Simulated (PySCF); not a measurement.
## Solvent effects on NMR parameters

Atom-mapped SMILES (the numbers label the heavy atoms): `[CH3:1][O:2][c:3]1[o:4][cH:5][p:6][c:7]1[CH3:8]` (H(Xn): hydrogen on atom n).

GIAO PBE0/pcSseg-1 in PySCF on one PBE0-D3(BJ)/def2-SVP conformer, non-relativistic, equivalent nuclei averaged. Solvents enter as an IEF-PCM continuum (methanol with ε = 32.6, acetonitrile with ε = 35.7) around the gas-phase geometry. Shifts are referred to TMS computed in the same medium.

Gas phase, δ in ppm: C5 173.5, C3 165.0, C7 107.3, C1 55.2, C8 11.1, H(C5) 8.03, H(C1) 3.88, H(C8) 2.16. Dipole moment 2.45 D.

**Question.** How does each δ change in the continuum?

**Answer.** 
| atoms | environment | Δδ, methanol | Δδ, acetonitrile |
| --- | --- | --- | --- |
| C5 | aromatic CH next to the ring oxygen | +4.0 | +4.0 |
| C3 | aromatic carbon bearing oxygen | +2.0 | +2.0 |
| C7 | substituted aromatic carbon | 0.0 | 0.0 |
| C1 | methyl carbon bonded to O | +1.5 | +1.5 |
| C8 | methyl carbon on an aromatic ring | +0.3 | +0.3 |
| H(C5) | hydrogen on an aromatic CH next to the ring oxygen | +0.31 | +0.31 |
| H(C1) | hydrogen on a methyl carbon bonded to O | +0.17 | +0.17 |
| H(C8) | hydrogen on a methyl carbon on an aromatic ring | +0.03 | +0.03 |

Changes are relative to the gas phase. The dipole moment becomes 3.08 D in methanol, 3.08 D in acetonitrile.

**Question.** Which of the listed nuclei move most (in ppm), and what does the model miss? (N and O are left out, as their reference compounds move with the solvent too.)

**Answer.** C5 (aromatic CH next to the ring oxygen, +4.0 ppm) in acetonitrile. A continuum only polarises the solute; specific hydrogen bonds, the anisotropy of aromatic solvents and changes of geometry or conformer are outside it.
